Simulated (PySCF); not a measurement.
Gas-phase reaction: 2 InCl3 + Br2 = 2 InBr + 6 Cl

Computed with PySCF (xtb for GFN2) and rigid-rotor harmonic-oscillator thermochemistry at 1 bar. † marks an energy on the PBE0/def2-TZVP geometry and frequencies; other levels use their own. MP2 freezes the core. Open shells (unrestricted): Cl (multiplicity 2); the rest are closed-shell singlets. GFN2 has no spin-polarisation term. Spin-orbit splitting is ignored; it lowers the true energy and changes the entropy of Cl. In: scalar-relativistic def2 core potential, no spin-orbit coupling. Br: all electrons, no relativistic terms. MP2 isn't extrapolated to the basis-set limit.

MP2/def2-SVP† gives ΔH°(298 K) = 1305 kJ.

Task: What do PBE0/def2-SVP†, GFN2-xTB, ωB97M-V/def2-TZVP† give?

Result: PBE0/def2-SVP†: 1338 kJ; GFN2-xTB: 1315 kJ; ωB97M-V/def2-TZVP†: 1406 kJ. For scale, ΔH°(298 K) is 1305 kJ at this level, 1406 kJ at ωB97M-V/def2-TZVP†, and runs from 925 to 1658 kJ over the 18 levels computed.
